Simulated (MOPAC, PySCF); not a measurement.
CH$_{8}$OSi$_{3}$, SMILES `C([SiH2][SiH2][SiH3])=O` (O–C–Si–Si torsion -16°, C–Si–Si–Si torsion 40°), neutral singlet in the gas phase. 

Cartesian coordinates (Å):
SMILES: O=C[SiH2][SiH2][SiH3]
```xyz
13

O     -1.4388    -0.4384     1.5644
C     -2.0694    -0.5205     0.5390
Si    -1.2374    -0.2199    -1.1700
Si     0.7989     0.8500    -0.7732
Si     1.8537    -0.0629     1.1054
H     -3.1472    -0.7910     0.5946
H     -1.0533    -1.5613    -1.7748
H     -2.1875     0.5339    -2.0219
H      0.5468     2.2974    -0.5785
H      1.6434     0.6916    -1.9815
H      1.3466     0.5628     2.3409
H      3.3123     0.1823     1.0083
H      1.6318    -1.5241     1.1474
```
Charge 0, spin multiplicity 1.

All levels are single points at this geometry (CAM-B3LYP-D3(BJ)/def2-TZVP); Pople sets use spherical d functions. Orbital energies aren't observables, and empty levels follow the basis.

| level | HOMO (eV) | LUMO (eV) | gap (eV) | dipole (D) | vertical IE, Delta-SCF (eV) |
|---|---|---|---|---|---|
| CAM-B3LYP-D3(BJ)/def2-TZVP in PySCF | -8.57 | -0.48 | 8.09 | 1.92 | 9.39 |
| PBE-D3(BJ)/def2-TZVP in PySCF | -5.75 | -2.88 | 2.86 | 1.61 | – |
| TPSSh-D3(BJ)/def2-TZVP in PySCF | -6.41 | -2.23 | 4.18 | 1.75 | 9.00 |
| B3LYP/6-311+G** in PySCF | -7.01 | -2.01 | 5.00 | 1.93 | – |
| B3LYP/6-31G* in PySCF | -6.72 | -1.59 | 5.13 | 1.74 | 9.06 |
| B3LYP/LANL2DZ in PySCF | -6.87 | -1.76 | 5.11 | 2.11 | – |
| BP86/6-31G* in PySCF | -5.61 | -2.62 | 2.98 | 1.58 | – |
| SVWN5/6-31G* in PySCF | -5.57 | -2.75 | 2.83 | 1.61 | – |
| HF/STO-3G in PySCF | -7.61 | 8.04 | 15.65 | 1.50 | – |
| AM1 in MOPAC | -10.00 | -1.20 | 8.80 | 1.78 | – |
| PM3 in MOPAC | -9.30 | -1.70 | 7.60 | 1.63 | – |
| PM6 in MOPAC | -8.63 | -0.88 | 7.75 | 2.42 | – |
| PM7 in MOPAC | -9.67 | -0.22 | 9.44 | 1.93 | – |
